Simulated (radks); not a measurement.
The numbers below are computed, except where a source is named.
Q: The iodine ion I+ is in [Kr] 4d10 5s2 5p4. Level of theory: scalar-relativistic Kohn-Sham, BLYP, spin-polarised, spherical densities, finite nucleus; Fermi nuclear charge, rms radius of each element as measured or else 0.836 A^(1/3) + 0.57 fm (a radial shooting solver on a logarithmic mesh with Libxc functionals). Open shells are filled with parallel spins first. One electron is removed from 4d, 5s, 4p, 5p in turn, with full relaxation. Which removal costs least, and what does each cost?

A: 5p 18.721 eV; 5s 30.318 eV; 4d 67.855 eV; 4p 145.97 eV. The 5p electron leaves first.
